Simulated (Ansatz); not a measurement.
Reaction (formal exchange of groups at the Sn–S bond): `[NH2][SnH]([OH])[SH]` + `C=O` → `[NH2][SnH]([OH])[CH]=O` + H₂S

Isolated molecules relaxed with PBE0-D4/def2-TZVP in Ansatz; ΔE leaves out vibrations. CCSD(T)/CBS is the MP2 limit (def2-TZVPP, def2-QZVPP) plus CCSD(T) − MP2 in def2-TZVPP, frozen cores. This one scheme is used for every species. DFT in def2-TZVPP. def2 core potentials past Kr. For Sn outer-core shells are correlated without core-valence functions, which leaves a few kJ/mol of doubt a bond. Each species was taken in one conformer, which may not be the lowest.

Is it downhill or uphill in electronic energy at CCSD(T)/CBS, and by how much? (Estimate.)

The calculation gave: Uphill: ΔE = +91.9 kJ/mol.

What do these levels give: r2SCAN-D4, CAM-B3LYP-D4, LC-ωPBE, HF/def2-QZVPP, MP2/def2-QZVPP, CCSD/CBS(def2)? (An estimate is asked.)

The calculation gave: r2SCAN-D4 88.2, CAM-B3LYP-D4 86.2, LC-ωPBE 88.6, HF/def2-QZVPP 103.4, MP2/def2-QZVPP 96.8, CCSD/CBS(def2) 93.5 kJ/mol.

Largest T1 diagnostic among the species: 0.015.

At CCSD(T), def2-SVP lies −3.1 kJ/mol from the extrapolated value and def2-TZVPP −4.7 kJ/mol. From PBE to PBE0 (25 % exact exchange), in def2-TZVPP and without D4, ΔE moves by +7.5 kJ/mol.
